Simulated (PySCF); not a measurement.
# One molecule, several mistakes: AlFH2NSi

Calculated results; nothing here was measured. They come from PySCF 2.14.0, an open-source quantum chemistry program, on an isolated molecule that a program drew, which may never have been made. The molecule is AlFH2NSi (charge 0, doublet), drawn as the SMILES string `F[SiH][N]=[AlH]`.

Each row is a Hartree-Fock (HF) and frozen-core CCSD(T) single point in the cc-pV(D+d)Z basis, meant for a local HF minimum. Run 1 is clean. Each other run has one planted mistake out of seven kinds, and not every kind appears here: one electron removed, one electron added, multiplicity raised by two, geometry at a saddle point, minimal basis STO-3G, one bond length entered in bohr, all coordinates scaled. The reference is restricted for singlets and unrestricted otherwise, and also for a bond in bohr. Adding or removing an electron swaps singlet and doublet. Electrons count all cores. HOMO and LUMO are orbital energies over both spins, the gradient is its largest component, and the lowest frequency (negative if imaginary) is given only where the gradient is small. Bond lengths are over the 5 bonds as drawn. T1 is the CCSD diagnostic: over 0.02 (restricted) or 0.045 (unrestricted) a single reference is doubtful.

Geometry of the clean run:
```xyz
6
AlFH2NSi, angstrom
F    -0.9404    2.3532    1.3001
Si   -1.4176    1.5015    0.0377
N    -0.5139    0.6813   -0.9092
Al    0.6401   -0.2802   -1.8285
H    -2.8645    1.6793   -0.0019
H     1.3184    0.3627   -3.1242
```

| run | electrons | basis functions | <S^2> | HOMO (eV) | LUMO (eV) | gradient (hartree/bohr) | lowest frequency (cm^-1) | mean bond (Å) | longest bond (Å) | T1 | HF (hartree) | CCSD(T) (hartree) | mistake |
|---|---|---|---|---|---|---|---|---|---|---|---|---|---|
| 1 | 45 | 84 | 0.756 | -7.58 | 1.48 | 3.5e-05 | 68 | 1.5915 | 1.761 | 0.0184 | -685.94920 | -686.47268 | no fault |
| 2 | 45 | 84 | 3.787 | -5.81 | -0.64 | 1.3e-01 | - | 1.5915 | 1.761 | 0.0188 | -685.81479 | -686.29507 | multiplicity raised by two |
| 3 | 46 | 84 | 0.000 | 0.08 | 6.54 | 5.8e-02 | - | 1.5915 | 1.761 | 0.0229 | -685.91638 | -686.47993 | one electron added |
| 4 | 45 | 30 | 1.089 | -4.01 | 7.56 | 5.2e-02 | - | 1.5915 | 1.761 | 0.0512 | -677.46425 | -677.64235 | minimal basis STO-3G |
| 5 | 44 | 84 | 0.000 | -16.24 | -6.22 | 6.6e-02 | - | 1.5915 | 1.761 | 0.0196 | -685.69498 | -686.21440 | ? |

**Which mistake was planted in run 5, and what did it cost?**

It counts 44 electrons, one fewer than the clean run, at the same geometry and basis. So the mistake is: one electron removed. Subtracting run 1 and multiplying by 627.51 kcal/mol a hartree, the energy moved by 159.5 kcal/mol in HF and 162.1 kcal/mol in CCSD(T).

Cautions from the logs. Run 3: T1 is over the limit, so its CCSD(T) energy is less reliable and the HOMO is above zero, so the electron isn't bound and the energy depends on the basis; run 4: T1 is over the limit, so its CCSD(T) energy is less reliable.
